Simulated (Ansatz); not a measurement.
Species: C5H8Si, SMILES `C1(C)[SiH2]C=CC=1` (charge 0, multiplicity 1), formula C₅H₈Si.

How many basis functions does Ansatz (a quantum-chemistry and plane-wave program) with frozen-core CCSD(T)/cc-pVTZ // PBE0-D3(BJ)/def2-TZVP use, how many core orbitals are frozen, and how many electrons are correlated?

296 basis functions and 10 frozen orbitals, which leaves 32 correlated electrons. Core time is of the order of minutes.
